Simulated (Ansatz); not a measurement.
Ansatz (a first-principles code) input (B3LYP/LANL2DZ): The .json file is the Basis Set Exchange's LANL2DZ.

Ansatz 0.2 input:
```yaml
crystal:
  periodic: [false, false, false]
  atoms:
    - {symbol: F, position_ang: [-0.09567700, -1.80634000, 1.30959800]}
    - {symbol: Si, position_ang: [-0.04468000, -0.89020800, 0.01851400]}
    - {symbol: F, position_ang: [-0.08831700, -1.85959600, -1.23335700]}
    - {symbol: I, position_ang: [-2.00123600, 0.53019000, -0.01689600]}
    - {symbol: I, position_ang: [2.04428300, 0.32747700, -0.00094200]}
basis:
  gaussian:
    orbitals: LANL2DZ.json
hamiltonian:
  xc: {name: B3LYP}
relax: {f_tol: 0.003, max_steps: 120}
```

Output:

```
Functional definition: B3LYP
integrals: 0.01 GiB planned
572 factors; integrals over basis functions are off by at most 9.4e-5 eV
mean field: 0.12 GiB planned
mean field evaluation 1: about -6158.6502 eV, gradient 4.3e1 eV
mean field evaluation 2: about -6153.1197 eV, gradient 7.5e1 eV
mean field evaluation 4: about -6162.3126 eV, gradient 1.3e0 eV
mean field evaluation 8: about -6162.3802 eV, gradient 4.2e-3 eV
mean field -6162.38019893 eV, -226.4632952994 hartree, gradient 1.7e-6 eV, S^2 0.000000; 0 other end points of the search recorded, 0 dependent functions left out
the calculation of the forces begins
reference -6162.38043181 eV, -226.4633038575 hartree; 18, 18 occupied and 24, 24 virtual orbitals, 572 factors
relax step   1: F+E_penalty+E_count = -6162.38019893 eV  Δ(F+E_penalty+E_count) = +0.000e0 eV  max|allowed force component| = 2.638e0 eV/Å  Δτ_max = 0.0000 Å  (26 SCF iters, accepted)
these checks for a lower state are left out or cut short: starts, cluster_reference, orbital_swaps, neighbouring_geometries, increment
integrals: 0.01 GiB planned
572 factors; integrals over basis functions are off by at most 1.2e-4 eV
mean field: 0.12 GiB planned
mean field evaluation 16: about -6162.4573 eV, gradient 9.2e0 eV
mean field -6162.63373035 eV, -226.4726124071 hartree, gradient 2.2e-5 eV, S^2 0.000000; 0 other end points of the search recorded, 0 dependent functions left out
the calculation of the forces begins
reference -6162.63396950 eV, -226.4726211958 hartree; 18, 18 occupied and 24, 24 virtual orbitals, 572 factors
relax step   2: F+E_penalty+E_count = -6162.63373035 eV  Δ(F+E_penalty+E_count) = -2.535e-1 eV  max|allowed force component| = 2.302e0 eV/Å  Δτ_max = 0.1551 Å  (28 SCF iters, accepted)
these checks for a lower state are left out or cut short: starts, cluster_reference, orbital_swaps, neighbouring_geometries, increment
integrals: 0.01 GiB planned
572 factors; integrals over basis functions are off by at most 1.1e-4 eV
mean field: 0.12 GiB planned
mean field -6162.55502008 eV, -226.4697198581 hartree, gradient 5.8e-6 eV, S^2 0.000000; 0 other end points of the search recorded, 0 dependent functions left out
the calculation of the forces begins
reference -6162.55525556 eV, -226.4697285118 hartree; 18, 18 occupied and 24, 24 virtual orbitals, 572 factors
relax step   3: F+E_penalty+E_count = -6162.55502008 eV  Δ(F+E_penalty+E_count) = +7.871e-2 eV  max|allowed force component| = 3.079e0 eV/Å  Δτ_max = 0.1162 Å  (28 SCF iters, rejected (line search))
these checks for a lower state are left out or cut short: starts, cluster_reference, orbital_swaps, neighbouring_geometries, increment
integrals: 0.01 GiB planned
572 factors; integrals over basis functions are off by at most 1.1e-4 eV
mean field: 0.12 GiB planned
mean field evaluation 32: about -6162.6291 eV, gradient 7.0e0 eV
mean field -6162.74237033 eV, -226.4766048529 hartree, gradient 1.2e-5 eV, S^2 0.000000; 0 other end points of the search recorded, 0 dependent functions left out
the calculation of the forces begins
reference -6162.74260874 eV, -226.4766136140 hartree; 18, 18 occupied and 24, 24 virtual orbitals, 572 factors
relax step   4: F+E_penalty+E_count = -6162.74237033 eV  Δ(F+E_penalty+E_count) = -1.086e-1 eV  max|allowed force component| = 1.978e-1 eV/Å  Δτ_max = 0.0565 Å  (28 SCF iters, accepted)
these checks for a lower state are left out or cut short: starts, cluster_reference, orbital_swaps, neighbouring_geometries, increment
integrals: 0.01 GiB planned
572 factors; integrals over basis functions are off by at most 1.1e-4 eV
mean field: 0.12 GiB planned
mean field -6162.74318533 eV, -226.4766348036 hartree, gradient 1.2e-5 eV, S^2 0.000000; 0 other end points of the search recorded, 0 dependent functions left out
the calculation of the forces begins
reference -6162.74342355 eV, -226.4766435579 hartree; 18, 18 occupied and 24, 24 virtual orbitals, 572 factors
relax step   5: F+E_penalty+E_count = -6162.74318533 eV  Δ(F+E_penalty+E_count) = -8.150e-4 eV  max|allowed force component| = 6.138e-2 eV/Å  Δτ_max = 0.0086 Å  (29 SCF iters, accepted)
these checks for a lower state are left out or cut short: starts, cluster_reference, orbital_swaps, neighbouring_geometries, increment
integrals: 0.01 GiB planned
572 factors; integrals over basis functions are off by at most 1.1e-4 eV
mean field: 0.12 GiB planned
mean field -6162.74337151 eV, -226.4766416456 hartree, gradient 2.2e-5 eV, S^2 0.000000; 0 other end points of the search recorded, 0 dependent functions left out
the calculation of the forces begins
reference -6162.74360973 eV, -226.4766503997 hartree; 18, 18 occupied and 24, 24 virtual orbitals, 572 factors
relax step   6: F+E_penalty+E_count = -6162.74337151 eV  Δ(F+E_penalty+E_count) = -1.862e-4 eV  max|allowed force component| = 4.514e-3 eV/Å  Δτ_max = 0.0052 Å  (22 SCF iters, accepted)
these checks for a lower state are left out or cut short: starts, cluster_reference, orbital_swaps, neighbouring_geometries, increment
integrals: 0.01 GiB planned
572 factors; integrals over basis functions are off by at most 1.1e-4 eV
mean field: 0.12 GiB planned
mean field -6162.74337993 eV, -226.4766419550 hartree, gradient 5.0e-5 eV, S^2 0.000000; 0 other end points of the search recorded, 0 dependent functions left out
the calculation of the forces begins
reference -6162.74361815 eV, -226.4766507095 hartree; 18, 18 occupied and 24, 24 virtual orbitals, 572 factors
relax step   7: F+E_penalty+E_count = -6162.74337993 eV  Δ(F+E_penalty+E_count) = -8.421e-6 eV  max|allowed force component| = 1.354e-3 eV/Å  Δτ_max = 0.0013 Å  (18 SCF iters, accepted)
integrals: 0.01 GiB planned
572 factors; integrals over basis functions are off by at most 1.1e-4 eV
mean field: 0.12 GiB planned
mean field evaluation 64: about -6162.6730 eV, gradient 2.0e0 eV
mean field -6162.74337993 eV, -226.4766419550 hartree, gradient 5.0e-5 eV, S^2 0.000000; 1 other end points of the search recorded, 0 dependent functions left out
the calculation of the forces begins
reference -6162.74361815 eV, -226.4766507095 hartree; 18, 18 occupied and 24, 24 virtual orbitals, 572 factors
Total energy: -6162.74361815 eV, -226.4766507095 hartree
Atom 0 at    -0.098198    -1.852469     1.369063 Å, force     0.000014     0.000453     0.000137 eV/Å
Atom 1 at    -0.043495    -0.866645     0.018024 Å, force    -0.000084    -0.001354     0.000028 eV/Å
Atom 2 at    -0.090504    -1.908174    -1.290852 Å, force     0.000015     0.000447    -0.000155 eV/Å
Atom 3 at    -2.097765     0.570651    -0.018024 Å, force    -0.000847     0.000257    -0.000008 eV/Å
Atom 4 at     2.144335     0.358161    -0.001293 Å, force     0.000902     0.000197    -0.000002 eV/Å
Dipole moment:     0.023355     0.465515    -0.009682 e Å
```

The geometry given is a B3LYP-D3(BJ)/def2-TZVP minimum.
